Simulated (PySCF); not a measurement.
## Computed properties of C₂Cl₃, SMILES Cl[C]=C(Cl)Cl

C₂Cl₃, SMILES ClC(=[C]Cl)Cl (connectivity only; charge and spin as stated), charge +1, multiplicity 1. Geometry optimised at B3LYP-D3(BJ)/def2-SVP. The spin state was assumed, not searched. The isomer is the one that the SMILES or the coordinates give; other isomers of the formula were not compared. Other conformers were not sampled. All values are computed for the isolated molecule unless a solvent is named; none is compared with measurement here.

**Structure.** The optimised structure has C2v symmetry. All 9 harmonic modes at B3LYP-D3(BJ)/def2-SVP (PySCF) are real, so it is a minimum. With heavy atoms numbered as in [Cl:1][C:2]=[C:3]([Cl:4])[Cl:5], the shortest bond between them is C2–C3 at 1.312 Å and the longest C3–Cl5 at 1.704 Å.

**Vibrations.** The strongest infrared lines (harmonic, unscaled, degenerate partners summed) lie at 945 cm⁻¹ (131 km/mol, C 73 %, Cl 27 %), 907 cm⁻¹ (88 km/mol, C 80 %, Cl 20 %), 1834 cm⁻¹ (58 km/mol, C 98 %). The softest mode is at 77 cm⁻¹ and the zero-point energy is 7.9 kcal/mol.

**Electronic structure.** CAM-B3LYP/def2-TZVP (PySCF) places the frontier levels at -14.76 and -9.08 eV, a gap of 5.68 eV and a mean polarisability of 59.9 bohr³. PBE/def2-TZVP (PySCF) at the same geometry gives -12.17 and -11.08 eV, so its gap is 4.59 eV narrower. An orbital gap is neither the optical nor the fundamental gap.

**Excitations.** TDA-M06-2X/def2-SVPD (PySCF) has S1 at 1.19 eV (1045 nm, f = 0.000, dark); the most intense of the 10 singlets computed lies at 6.36 eV (f = 0.10). T1 (TDA) is at 0.80 eV, 0.39 eV under S1. TDA-PBE/def2-SVPD (PySCF) puts S1 at 1.24 eV.

**NMR.** GIAO shifts at PBE0/pcSseg-1 (PySCF) (non-relativistic, atoms alike by connectivity averaged): ¹³C from 155.4 to 599.4 ppm against TMS. Without spin–orbit terms, shifts of atoms bonded to Cl or Br come out too high.

**Solvation.** SMD-PBE0/6-31G* (PySCF) gives -50.4 kcal/mol in water, -26.7 kcal/mol in n-hexane, -45.9 kcal/mol in ethylethanoate (1 M in both phases, gas-phase geometry); of these solvents water holds the molecule best.
